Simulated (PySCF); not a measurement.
Method: B3LYP-D3(BJ)/def2-TZVP // BP86-D3(BJ)/def2-SVP (PySCF). Gas-phase values, no solvent. One relaxed conformer stands for a flexible species; it need not be the lowest. B3LYP has the VWN-RPA correlation part, as in Gaussian. 

Reference species: [Hf(Cl)4] (neutral, multiplicity 1).

```
Property                                                        Result
------------------------------------------------------------  --------
HOMO                                                          -9.42 eV
mean distance from the central atom to its bonded neighbours   2.338 Å
```

Changed species: [Hf(OH)4] (4 of 4 Cl replaced by OH; the reference has 0 of 4 Cl replaced by OH).

### Question
What does the change do to the HOMO and mean distance from the central atom to its bonded neighbours?

### Answer
the HOMO rises by 1.30 eV, to -8.12 eV; the mean distance from the central atom to its bonded neighbours drops by 0.396 Å, to 1.942 Å.
